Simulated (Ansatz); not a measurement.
[Ce(H2O)6]3+ (CeO6H12³⁺), 19 atoms. Hardware: 4 threads of AMD EPYC 9R45 on a shared host.

In the def2 sets Ce takes a core potential; there is no spin–orbit coupling. Correlated methods freeze 10 core orbitals; core or outer-core shells of Ce are correlated, in sets that lack core-valence functions. With an open 4f shell the SCF may have ended on a state above the lowest.

**Question.** How many basis functions does each of these Ansatz runs have, and roughly what does it cost? r2SCAN0-D4/def2-TZVP, charge 3 doublet, energy, from earlier orbitals; PBE-QIDH/def2-TZVP, charge 4 singlet at the geometry of the charge 3 doublet, energy, from earlier orbitals; PBE0-D4/def2-SVP, charge 3 doublet, energy, from earlier orbitals; PBE-D4/def2-TZVP, charge 4 singlet at the geometry of the charge 3 doublet, energy, from earlier orbitals; PBE-D4/def2-TZVP, charge 4 triplet at the geometry of the charge 3 doublet, energy, from earlier orbitals; PBE-QIDH/def2-TZVP, charge 4 triplet at the geometry of the charge 3 doublet, energy, from earlier orbitals; r2SCAN-D4/def2-TZVP, charge 3 doublet, energy and forces, from earlier orbitals; PBE0-D4/def2-TZVP, charge 4 triplet at the geometry of the charge 3 doublet, energy; PBE-D4/def2-SVP, charge 3 doublet, energy, from earlier orbitals; MP2/def2-SVP, charge 3 doublet, energy, from earlier orbitals; PBE0-D4/def2-TZVP, charge 3 doublet, energy, from earlier orbitals; PBE0-D4/def2-TZVP, charge 4 singlet at the geometry of the charge 3 doublet, energy.

**Answer.** Other jobs shared the machine, so times can vary by a factor of up to 3.

```
                                                                                                        run  functions  fitting or Cholesky vectors  wall time  peak host memory (GiB)
  PBE-D4/def2-TZVP, charge 4 singlet at the geometry of the charge 3 doublet, energy, from earlier orbitals        351                         2196      2.5 s                    0.76
                        PBE0-D4/def2-TZVP, charge 4 singlet at the geometry of the charge 3 doublet, energy        351                         2321      5.5 s                     1.7
                                           PBE-D4/def2-SVP, charge 3 doublet, energy, from earlier orbitals        222                         2210      7.5 s                    0.95
PBE-QIDH/def2-TZVP, charge 4 singlet at the geometry of the charge 3 doublet, energy, from earlier orbitals        351                         2588        8 s                     1.5
  PBE-D4/def2-TZVP, charge 4 triplet at the geometry of the charge 3 doublet, energy, from earlier orbitals        351                         2196       12 s                     1.8
                                              MP2/def2-SVP, charge 3 doublet, energy, from earlier orbitals        222                         2060       13 s                     1.2
                                          PBE0-D4/def2-SVP, charge 3 doublet, energy, from earlier orbitals        222                         2363       15 s                     1.9
                            r2SCAN-D4/def2-TZVP, charge 3 doublet, energy and forces, from earlier orbitals        351                         2196       41 s                     1.9
PBE-QIDH/def2-TZVP, charge 4 triplet at the geometry of the charge 3 doublet, energy, from earlier orbitals        351                         2588       53 s                     2.3
                                         PBE0-D4/def2-TZVP, charge 3 doublet, energy, from earlier orbitals        351                         2321       56 s                       2
                                      r2SCAN0-D4/def2-TZVP, charge 3 doublet, energy, from earlier orbitals        351                         2321       69 s                     2.1
                        PBE0-D4/def2-TZVP, charge 4 triplet at the geometry of the charge 3 doublet, energy        351                         2321       76 s                       2
```
